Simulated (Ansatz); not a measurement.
Start from `[OH][GeH2][F]` and change one atom or group to get `[OH][GeH3]`.

Ansatz, PBE0-D4/def2-TZVP geometries, multiplicity 1. Each molecule was computed in one conformer, which needn't be the lowest.

Scalar relativity is left out up to krypton.

```json
{"property": "HOMO energy (ωB97M-V/def2-TZVPP) / eV", "`[OH][GeH2][F]`": "-11.65"}
{"property": "HOMO energy (PBE0/def2-TZVPP) / eV", "`[OH][GeH2][F]`": "-9.29"}
{"property": "zero-point energy (PBE0-D4/def2-TZVP) / kJ/mol", "`[OH][GeH2][F]`": "84.0"}
{"property": "ideal-gas entropy at 298 K and 1 bar (rigid rotor, harmonic PBE0-D4/def2-TZVP) / J/(mol·K)", "`[OH][GeH2][F]`": "291"}
{"property": "LUMO energy (PBE/def2-TZVPP) / eV", "`[OH][GeH2][F]`": "-0.64"}
{"property": "LUMO energy (PBE0/def2-TZVPP) / eV", "`[OH][GeH2][F]`": "0.27"}
```

Give the same properties after the change, and the shifts. (Best estimate.)

Computed: 
```tsv
property	`[OH][GeH3]`	shift
HOMO energy (ωB97M-V/def2-TZVPP) / eV	-10.79	0.86
HOMO energy (PBE0/def2-TZVPP) / eV	-8.43	0.86
zero-point energy (PBE0-D4/def2-TZVP) / kJ/mol	96.2	12.2
ideal-gas entropy at 298 K and 1 bar (rigid rotor, harmonic PBE0-D4/def2-TZVP) / J/(mol·K)	272	-19
LUMO energy (PBE/def2-TZVPP) / eV	-0.77	-0.13
LUMO energy (PBE0/def2-TZVPP) / eV	0.11	-0.16
```

With PBE0 the HOMO rises by 0.86 eV and the LUMO falls by 0.16 eV, so the gap narrows by about 1.02 eV. PBE moves the HOMO by 0.80 eV and ωB97M-V by 0.86 eV.
